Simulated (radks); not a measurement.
Charge is removed step by step from the 6s down level of Re, starting from [Xe] 4f14 5d5 6s(up 1, down 1). All-electron calculation, scalar-relativistic Kohn-Sham, PBE, spin-polarised, spherical densities, finite nucleus; open shells are filled with parallel spins first (spin-orbit coupling, left out, can overturn this in heavy ions); Fermi nuclear charge, rms radius 5.3698 fm. Program: a radial shooting solver on a logarithmic mesh with Libxc functionals.

[
 {"removed (e)": "0", "E - E(0) (eV)": "0.000", "eigenvalue (eV)": "-4.806"},
 {"removed (e)": "0.125", "E - E(0) (eV)": "0.644", "eigenvalue (eV)": "-5.501"},
 {"removed (e)": "0.25", "E - E(0) (eV)": "1.375", "eigenvalue (eV)": "-6.205"},
 {"removed (e)": "0.375", "E - E(0) (eV)": "2.195", "eigenvalue (eV)": "-6.919"},
 {"removed (e)": "0.5", "E - E(0) (eV)": "3.105", "eigenvalue (eV)": "-7.643"},
 {"removed (e)": "0.625", "E - E(0) (eV)": "4.106", "eigenvalue (eV)": "-8.381"},
 {"removed (e)": "0.75", "E - E(0) (eV)": "5.200", "eigenvalue (eV)": "-9.135"},
 {"removed (e)": "0.875", "E - E(0) (eV)": "6.389", "eigenvalue (eV)": "-9.883"}
]

The mean slope of the eigenvalue, de/dn, is 5.80 eV per electron.
